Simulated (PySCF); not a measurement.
## Ruthenium: a sound run and one with changed settings

Sound run: Ru⁺ [Kr] 4d7, Ru²⁺ [Kr] 4d6. Calculation: PySCF 2.14, in def2-SVP with the def2 core potential (28 electrons) (5s3p2d1f, 31 functions); a scalar-relativistic core potential. In the sound run the correlated levels freeze 4s2 4p6 outside the core potential. The sound run starts from symmetry-adapted Hartree-Fock orbitals and uses a fine grid where one is needed.

Changed run: initial guess 1e, at most 50 SCF cycles.

```json
{"species": "Ru⁺", "method": "UHF", "sound run (hartree)": "-93.86585", "changed run (hartree)": "-93.86585", "converged": "yes"}
{"species": "Ru⁺", "method": "PBE0", "sound run (hartree)": "-94.49332", "changed run (hartree)": "-94.49332", "converged": "yes"}
{"species": "Ru⁺", "method": "MN15", "sound run (hartree)": "-94.29371", "changed run (hartree)": "-94.29504", "converged": "yes"}
{"species": "Ru⁺", "method": "MP2", "sound run (hartree)": "-93.96161", "changed run (hartree)": "-93.96161", "converged": "yes"}
{"species": "Ru²⁺", "method": "UHF", "sound run (hartree)": "-93.31788", "changed run (hartree)": "-93.31788", "converged": "yes"}
{"species": "Ru²⁺", "method": "PBE0", "sound run (hartree)": "-93.87813", "changed run (hartree)": "-93.87813", "converged": "yes"}
{"species": "Ru²⁺", "method": "MN15", "sound run (hartree)": "-93.67718", "changed run (hartree)": "-93.67718", "converged": "yes"}
{"species": "Ru²⁺", "method": "MP2", "sound run (hartree)": "-93.38111", "changed run (hartree)": "-93.38111", "converged": "yes"}
```

Ionisation energy of Ru⁺:

```
 method  sound run (eV)  changed run (eV)
    UHF          14.911            14.911
   PBE0          16.740            16.740
   MN15          16.777            16.813
    MP2          15.796            15.796
SCS-MP2          15.879            15.879
```

The plain start fixes occupations by D2h representation alone, and Ru⁺ at MN15 landed in another state (other ⟨L²⟩ or ⟨S²⟩). 

For comparison, NIST gives 16.76 ± 0.06 eV between the lowest levels.
